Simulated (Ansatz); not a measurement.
`COc1ccc(-c2ccc(-c3ccc(-c4ccc(-c5ccc(-c6ccc(C(F)=C(F)F)cc6)cc5)cc4)cc3)cc2)cc1` with charge +1, relaxed as a doublet with UKS PBE-D4/def2-SVP in Ansatz, starting from the PBE-D4/def2-SVP geometry of the neutral singlet. Force threshold 0.03 eV/Å.

Single mean-field runs in def2-SVP are fitted with def2-universal-jkfit.

Start:

```xyz
70

C     4.215    6.022  -12.461
O     3.102    5.171  -12.260
C     2.873    4.689  -11.009
C     1.747    3.850  -10.862
C     1.428    3.310   -9.617
C     2.215    3.578   -8.469
C     1.870    3.005   -7.148
C     2.870    2.648   -6.214
C     2.542    2.113   -4.965
C     1.196    1.906   -4.583
C     0.848    1.342   -3.258
C     1.662    1.569   -2.124
C     1.332    1.038   -0.874
C     0.169    0.255   -0.691
C    -0.182   -0.306    0.634
C     0.816   -0.702    1.554
C     0.483   -1.234    2.803
C    -0.866   -1.395    3.199
C    -1.219   -1.961    4.521
C    -2.398   -2.721    4.704
C    -2.731   -3.257    5.950
C    -1.903   -3.062    7.080
C    -2.255   -3.634    8.399
C    -1.258   -4.046    9.314
C    -1.588   -4.591   10.556
C    -2.940   -4.751   10.944
C    -3.219   -5.332   12.256
F    -2.141   -5.575   13.039
C    -4.414   -5.683   12.797
F    -5.584   -5.540   12.189
F    -4.542   -6.210   14.002
C    -3.946   -4.336   10.036
C    -3.604   -3.793    8.797
C    -0.724   -2.302    6.898
C    -0.392   -1.765    5.651
C    -1.864   -0.995    2.279
C    -1.531   -0.465    1.030
C    -0.645    0.027   -1.824
C    -0.313    0.555   -3.075
C     0.196    2.262   -5.518
C     0.524    2.797   -6.766
C     3.338    4.416   -8.637
C     3.672    4.970   -9.881
H     5.176    5.514  -12.220
H     4.142    6.952  -11.852
H     4.212    6.295  -13.532
H     1.141    3.631  -11.754
H     0.560    2.638   -9.533
H     3.930    2.757   -6.491
H     3.351    1.812   -4.283
H     2.553    2.209   -2.217
H     1.971    1.269   -0.007
H     1.875   -0.629    1.267
H     1.287   -1.569    3.475
H    -3.047   -2.929    3.840
H    -3.637   -3.876    6.043
H    -0.197   -3.964    9.033
H    -0.793   -4.913   11.242
H    -5.006   -4.426   10.305
H    -4.408   -3.453    8.128
H    -0.074   -2.096    7.761
H     0.514   -1.146    5.559
H    -2.924   -1.067    2.566
H    -2.335   -0.131    0.357
H    -1.537   -0.610   -1.730
H    -0.951    0.322   -3.941
H    -0.864    2.153   -5.244
H    -0.284    3.098   -7.450
H     3.958    4.669   -7.763
H     4.548    5.627   -9.958
```

```csv
step,energy (eV),largest force component (eV/Å),SCF passes
1,-50978.4464,0.813,36
2,-50978.5054,0.411,25
3,-50978.5275,0.096,24
4,-50978.5324,0.112,23
5,-50978.5359,0.049,23
6,-50978.5370,0.023,23
```

Force components are those of the run's own axes.

End:

```xyz
70

C     4.236    5.985  -12.460
O     3.080    5.188  -12.211
C     2.861    4.702  -10.978
C     1.685    3.925  -10.817
C     1.367    3.386   -9.579
C     2.205    3.581   -8.445
C     1.865    3.012   -7.136
C     2.860    2.754   -6.154
C     2.534    2.219   -4.913
C     1.191    1.905   -4.568
C     0.846    1.344   -3.256
C     1.700    1.503   -2.132
C     1.372    0.973   -0.888
C     0.166    0.251   -0.686
C    -0.184   -0.307    0.628
C     0.814   -0.624    1.587
C     0.483   -1.155    2.830
C    -0.867   -1.400    3.194
C    -1.218   -1.962    4.507
C    -2.436   -2.663    4.710
C    -2.767   -3.198    5.952
C    -1.901   -3.065    7.069
C    -2.250   -3.633    8.380
C    -1.250   -3.985    9.323
C    -1.577   -4.531   10.560
C    -2.933   -4.747   10.925
C    -3.203   -5.319   12.232
F    -2.135   -5.568   13.014
C    -4.408   -5.654   12.786
F    -5.570   -5.496   12.185
F    -4.523   -6.170   13.984
C    -3.943   -4.390    9.991
C    -3.602   -3.854    8.754
C    -0.683   -2.364    6.867
C    -0.352   -1.829    5.625
C    -1.865   -1.079    2.236
C    -1.534   -0.551    0.992
C    -0.689    0.090   -1.809
C    -0.359    0.618   -3.053
C     0.197    2.161   -5.551
C     0.522    2.696   -6.792
C     3.381    4.355   -8.630
C     3.711    4.915   -9.864
H     5.169    5.414  -12.265
H     4.230    6.908  -11.841
H     4.192    6.261  -13.528
H     1.048    3.760  -11.698
H     0.463    2.767   -9.490
H     3.917    2.941   -6.389
H     3.344    1.999   -4.203
H     2.623    2.092   -2.228
H     2.045    1.157   -0.038
H     1.876   -0.490    1.333
H     1.292   -1.426    3.523
H    -3.118   -2.827    3.864
H    -3.701   -3.768    6.052
H    -0.188   -3.860    9.066
H    -0.782   -4.809   11.265
H    -5.003   -4.525   10.238
H    -4.410   -3.564    8.067
H    -0.001   -2.201    7.713
H     0.582   -1.258    5.526
H    -2.927   -1.211    2.490
H    -2.343   -0.281    0.298
H    -1.613   -0.497   -1.710
H    -1.032    0.431   -3.902
H    -0.861    1.975   -5.317
H    -0.287    2.916   -7.503
H     4.040    4.555   -7.773
H     4.620    5.523   -9.956
```

By distances, no bond broke or formed. The bond that changes most is O2–C3, from 1.36 to 1.34 Å (atoms count from 1).

No frequencies were taken in this run, so the end may be a saddle point.

Run time 49 s (2 threads of AMD EPYC 7R13 on a shared host and a share (18 GiB) of an NVIDIA H100 80GB HBM3), peak host memory 1.3 GiB.
